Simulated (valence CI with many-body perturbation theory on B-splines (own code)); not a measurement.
## E1 line list for Pr⁵⁴⁺

Calculated by configuration interaction combined with many-body perturbation theory (CI+MBPT): three valence electrons over a frozen Dirac-Fock core [He], radial functions for each j: 11 s, 11 p, 9 d, 7 f, 5 g, 2 h, 1 i, with the one-electron correlation potential Σ1 (screened to all orders), the two-electron term Σ2, the three-electron term Σ3, Breit, model QED; selected single and double excitations, second order for the rest (own B-spline code, finite nucleus).

No measured spectrum was set against this ion. As an estimate, large intervals hold to a few tenths of a per cent, small ones and those within an open d or f shell to about a per cent.

Lines 201 to 250 of 284 in falling wavelength, among levels below 7521.8 eV, chosen from the strongest by gf and those to the six lowest levels. Wavelengths and rates use the calculated energies. Electric multipoles are in the length gauge, E1 and E2 with the static RPA response of the core. Weak lines are less certain than strong ones. Lines between different terms over intervals too small for the method are left out, as are lines whose strength nearly cancels. The highest levels of a list are the least certain.

Levels are named by their leading jj configuration (3d3/2^4 stands for four electrons in 3d with j = 3/2), which in mixed levels can hold well under half, so a name can repeat and another be missing. Letters in brackets count levels of one name in rising energy.

| λ vac (nm) | Upper | Lower | A (s⁻¹) | S (a.u.) with core polarisation | S without |
| --- | --- | --- | --- | --- | --- |
| 0.1901 | (2p1/2 2p3/2 3d3/2) J=3/2 [b] | (2p1/2^2 2p3/2) J=3/2 | 6.02e+14 | 8.17e-03 | 8.18e-03 |
| 0.1901 | (2s 2p3/2 3p1/2) J=5/2 | (2s^2 2p3/2) J=3/2 | 1.56e+14 | 3.18e-03 | 3.17e-03 |
| 0.1900 | (2s 2p1/2 3p1/2) J=3/2 | (2s^2 2p1/2) J=1/2 | 2.19e+14 | 2.97e-03 | 2.97e-03 |
| 0.1899 | (2p1/2 2p3/2 3d3/2) J=1/2 [b] | (2p1/2^2 2p3/2) J=3/2 | 7.32e+14 | 4.95e-03 | 4.95e-03 |
| 0.1898 | (2p1/2 2p3/2 3p1/2) J=3/2 [b] | (2s 2p1/2 2p3/2) J=3/2 [b] | 8.02e+13 | 1.08e-03 | 1.08e-03 |
| 0.1898 | (2p1/2 2p3/2 3p1/2) J=3/2 [b] | (2s 2p1/2 2p3/2) J=1/2 | 1.34e+13 | 1.80e-04 | 1.80e-04 |
| 0.1897 | (2p1/2^2 3p1/2) J=1/2 | (2s 2p1/2^2) J=1/2 | 8.11e+14 | 5.47e-03 | 5.47e-03 |
| 0.1896 | (2p1/2 2p3/2 3p1/2) J=3/2 [a] | (2s 2p1/2 2p3/2) J=5/2 | 1.29e+14 | 1.74e-03 | 1.74e-03 |
| 0.1894 | (2s 2p3/2 3d3/2) J=5/2 [a] | (2s 2p1/2 2p3/2) J=5/2 | 4.29e+14 | 8.64e-03 | 8.65e-03 |
| 0.1894 | (2s 2p3/2 3d5/2) J=3/2 [a] | (2s 2p1/2 2p3/2) J=3/2 [b] | 7.94e+13 | 1.06e-03 | 1.07e-03 |
| 0.1894 | (2s 2p3/2 3d5/2) J=3/2 [a] | (2s 2p1/2 2p3/2) J=1/2 | 1.22e+14 | 1.63e-03 | 1.63e-03 |
| 0.1891 | (2s 2p1/2 3d3/2) J=3/2 [b] | (2s 2p1/2^2) J=1/2 | 6.80e+14 | 9.08e-03 | 9.09e-03 |
| 0.1891 | (2s 2p1/2 3p1/2) J=1/2 [b] | (2s^2 2p1/2) J=1/2 | 8.99e+13 | 6.00e-04 | 6.00e-04 |
| 0.1891 | (2s 2p3/2 3d3/2) J=7/2 | (2s 2p1/2 2p3/2) J=5/2 | 5.63e+14 | 1.50e-02 | 1.50e-02 |
| 0.1890 | (2s 2p3/2 3d3/2) J=3/2 [a] | (2s 2p1/2 2p3/2) J=5/2 | 5.39e+13 | 7.18e-04 | 7.19e-04 |
| 0.1890 | (2p1/2 2p3/2 3p1/2) J=5/2 | (2s 2p1/2 2p3/2) J=5/2 | 6.79e+12 | 1.36e-04 | 1.36e-04 |
| 0.1888 | (2s 2p3/2 3d5/2) J=1/2 | (2s 2p1/2 2p3/2) J=1/2 | 1.61e+14 | 1.07e-03 | 1.07e-03 |
| 0.1888 | (2s 2p1/2 3d3/2) J=1/2 | (2s 2p1/2^2) J=1/2 | 2.18e+14 | 1.45e-03 | 1.45e-03 |
| 0.1888 | (2p1/2 2p3/2 3p1/2) J=1/2 | (2s 2p1/2 2p3/2) J=3/2 [a] | 4.80e+14 | 3.19e-03 | 3.19e-03 |
| 0.1887 | (2s 2p3/2 3d3/2) J=5/2 [b] | (2s 2p1/2 2p3/2) J=3/2 [b] | 5.23e+14 | 1.04e-02 | 1.04e-02 |
| 0.1886 | (2p1/2 2p3/2 3p1/2) J=3/2 [a] | (2s 2p1/2 2p3/2) J=3/2 [a] | 3.97e+14 | 5.27e-03 | 5.27e-03 |
| 0.1885 | (2s 2p3/2 3d3/2) J=3/2 [b] | (2s 2p1/2 2p3/2) J=3/2 [b] | 1.58e+14 | 2.10e-03 | 2.10e-03 |
| 0.1885 | (2s 2p3/2 3d3/2) J=3/2 [b] | (2s 2p1/2 2p3/2) J=1/2 | 1.91e+14 | 2.53e-03 | 2.53e-03 |
| 0.1884 | (2s 2p3/2 3d3/2) J=5/2 [a] | (2s 2p1/2 2p3/2) J=3/2 [a] | 2.43e+14 | 4.81e-03 | 4.81e-03 |
| 0.1884 | (2s 2p3/2 3d3/2) J=1/2 [b] | (2s 2p1/2 2p3/2) J=1/2 | 3.41e+14 | 2.25e-03 | 2.25e-03 |
| 0.1882 | (2p1/2 2p3/2 3p1/2) J=3/2 [b] | (2s 2p1/2 2p3/2) J=5/2 | 1.29e+14 | 1.69e-03 | 1.69e-03 |
| 0.1882 | (2s 2p3/2 3p1/2) J=1/2 | (2s^2 2p3/2) J=3/2 | 1.43e+14 | 9.44e-04 | 9.43e-04 |
| 0.1881 | (2s 2p3/2 3p1/2) J=3/2 [b] | (2s^2 2p3/2) J=3/2 | 1.06e+14 | 1.39e-03 | 1.39e-03 |
| 0.1881 | (2s^2 3d3/2) J=3/2 | (2s^2 2p1/2) J=1/2 | 5.16e+14 | 6.78e-03 | 6.78e-03 |
| 0.1880 | (2s 2p3/2 3d3/2) J=3/2 [a] | (2s 2p1/2 2p3/2) J=3/2 [a] | 1.70e+14 | 2.24e-03 | 2.24e-03 |
| 0.1880 | (2p1/2 2p3/2 3p1/2) J=5/2 | (2s 2p1/2 2p3/2) J=3/2 [a] | 4.52e+13 | 8.89e-04 | 8.90e-04 |
| 0.1879 | (2s 2p3/2 3d3/2) J=1/2 [a] | (2s 2p1/2 2p3/2) J=3/2 [a] | 2.87e+14 | 1.88e-03 | 1.88e-03 |
| 0.1879 | (2s 2p3/2 3d5/2) J=5/2 [a] | (2s 2p1/2 2p3/2) J=5/2 | 1.80e+12 | 3.54e-05 | 3.54e-05 |
| 0.1878 | (2s 2p3/2 3d5/2) J=3/2 [a] | (2s 2p1/2 2p3/2) J=5/2 | 4.10e+12 | 5.36e-05 | 5.36e-05 |
| 0.1877 | (2s 2p1/2 3d5/2) J=3/2 | (2s 2p1/2^2) J=1/2 | 1.69e+12 | 2.20e-05 | 2.21e-05 |
| 0.1876 | (2s 2p3/2 3d5/2) J=7/2 [a] | (2s 2p1/2 2p3/2) J=5/2 | 2.21e+13 | 5.77e-04 | 5.78e-04 |
| 0.1872 | (2p1/2 2p3/2 3p1/2) J=3/2 [b] | (2s 2p1/2 2p3/2) J=3/2 [a] | 1.95e+13 | 2.53e-04 | 2.53e-04 |
| 0.1871 | (2s 2p3/2 3d3/2) J=5/2 [b] | (2s 2p1/2 2p3/2) J=5/2 | 1.38e+12 | 2.68e-05 | 2.68e-05 |
| 0.1869 | (2s 2p3/2 3d3/2) J=3/2 [b] | (2s 2p1/2 2p3/2) J=5/2 | 9.55e+11 | 1.23e-05 | 1.23e-05 |
| 0.1869 | (2s 2p3/2 3d5/2) J=5/2 [a] | (2s 2p1/2 2p3/2) J=3/2 [a] | 3.96e+11 | 7.66e-06 | 7.65e-06 |
| 0.1865 | (2p1/2 2p3/2 3p3/2) J=1/2 [a] | (2s 2p1/2 2p3/2) J=1/2 | 1.18e+14 | 7.54e-04 | 7.54e-04 |
| 0.1865 | (2p1/2 2p3/2 3s) J=3/2 [a] | (2s^2 2p3/2) J=3/2 | 4.32e+13 | 5.52e-04 | 5.52e-04 |
| 0.1864 | (2p1/2 2p3/2 3p3/2) J=3/2 [a] | (2s 2p1/2 2p3/2) J=3/2 [b] | 8.32e+13 | 1.06e-03 | 1.06e-03 |
| 0.1864 | (2p1/2 2p3/2 3p3/2) J=3/2 [a] | (2s 2p1/2 2p3/2) J=1/2 | 6.36e+13 | 8.13e-04 | 8.13e-04 |
| 0.1863 | (2p1/2 2p3/2 3s) J=1/2 | (2s^2 2p3/2) J=3/2 | 5.38e+13 | 3.43e-04 | 3.43e-04 |
| 0.1862 | (2s 2p3/2 3d5/2) J=7/2 [b] | (2s 2p1/2 2p3/2) J=5/2 | 8.34e+12 | 2.12e-04 | 2.12e-04 |
| 0.1861 | (2s 2p3/2 3d3/2) J=5/2 [b] | (2s 2p1/2 2p3/2) J=3/2 [a] | 4.06e+12 | 7.76e-05 | 7.76e-05 |
| 0.1861 | (2p1/2 2p3/2 3s) J=5/2 | (2s^2 2p3/2) J=3/2 | 6.34e+13 | 1.21e-03 | 1.21e-03 |
| 0.1860 | (2p1/2^2 3s) J=1/2 | (2s^2 2p1/2) J=1/2 | 9.89e+13 | 6.28e-04 | 6.28e-04 |
| 0.1860 | (2p1/2 2p3/2 3s) J=3/2 [b] | (2s^2 2p3/2) J=3/2 | 6.87e+13 | 8.72e-04 | 8.71e-04 |
